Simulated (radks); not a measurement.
Values are calculated unless marked as measured or tabulated.
Neutral scandium inside a hard spherical wall (all orbitals vanish at R), configuration held at [Ar] 3d1 4s2 and not refilled when levels cross. Code: a radial shooting solver on a logarithmic mesh with Libxc functionals. Model: non-relativistic Kohn-Sham, r2SCAN, spin-polarised, spherical densities, point nucleus; open shells are filled with parallel spins first; meta-GGA in the generalised Kohn-Sham scheme. Eigenvalues in eV for spin up, with the zero of energy where the potential of the charges vanishes at infinity; a dash marks a level that is unbound or too diffuse for the functional's potential to be trusted. A positive occupied level is held by the wall or, in an anion where self-interaction has pushed it up, behind a barrier. The pressure on the wall is -dE/dV.

| R (bohr) | E (hartree) | kinetic (hartree) | e(3s) | e(3p) | e(4s) | e(3d) | e(4p, empty) | e(5s, empty) | pressure (GPa) |
|---|---|---|---|---|---|---|---|---|---|
| free | -760.55850 | 759.841 | -56.953 | -35.162 | -4.421 | -3.560 | -1.395 | - | 0 |
| 7 | -760.52826 | 760.018 | -55.836 | -34.058 | -3.492 | -2.561 | 0.130 | 9.989 | 1.44 |
| 5 | -760.33396 | 760.758 | -52.813 | -31.104 | 0.268 | 0.218 | 5.432 | 28.495 | 21.6 |
| 4 | -759.90265 | 762.129 | -49.264 | -27.676 | 7.186 | 3.839 | 14.363 | 55.198 | 109 |
| 2.5 | -755.63474 | 775.238 | -32.313 | -10.332 | 61.712 | 24.557 | 75.250 | 206.78 | 3060 |
| 2 | -748.36791 | 795.873 | -12.025 | 11.624 | 136.50 | 49.534 | 151.54 | 377.13 | 14200 |
| 1.5 | -724.09287 | 856.054 | 47.223 | 74.142 | 340.99 | 111.66 | 349.39 | 795.87 | 92500 |
